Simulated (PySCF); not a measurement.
# Pr³⁴⁺: ionisation energy

Pr³⁴⁺ [Ar] 3d7 [3d3/2^4 3d5/2^3, M_J = 9/2] → Pr³⁵⁺ [Ar] 3d6 [3d3/2^4 3d5/2^2, M_J = 4], as a difference of total energies. All numbers are calculated (PySCF 2.14, the two-component X2C-1e Hamiltonian, in an even-tempered Gaussian basis (16 s from 6.2 bohr⁻², ratio 2.8; 12 p from 8.1 bohr⁻², ratio 2.8; 8 d from 8.1 bohr⁻², ratio 2.8; 3 f from 30 bohr⁻², ratio 3)). Correlated levels: [Ne] frozen; the 74 highest virtual spinors dropped. "Screened" scales the spin-orbit matrix elements by Boettger's factors to mimic the two-electron term; Breit and QED terms are absent.

```tsv
method	ionisation energy (eV)
GHF (spin-free)	2305.9
GMP2 (spin-free)	2306.9
GHF (screened spin-orbit)	2304.4
GMP2 (screened spin-orbit)	2304.9
```

Breit and QED terms and the two-electron picture change are absent.

The spin-free rows relax to the high-spin LS determinant and lack the spin-orbit shift.

The labels give the starting determinants; with spin-orbit coupling the two ends relaxed to ⟨J²⟩ = 24.75, ⟨L²⟩ = 14.75, ⟨S²⟩ = 2.85 and ⟨J²⟩ = 20.03, ⟨L²⟩ = 10.00, ⟨S²⟩ = 3.90.

For comparison: 2304 ± 5 eV (theoretical estimate listed by NIST; NIST Atomic Spectra Database, ionization energies).
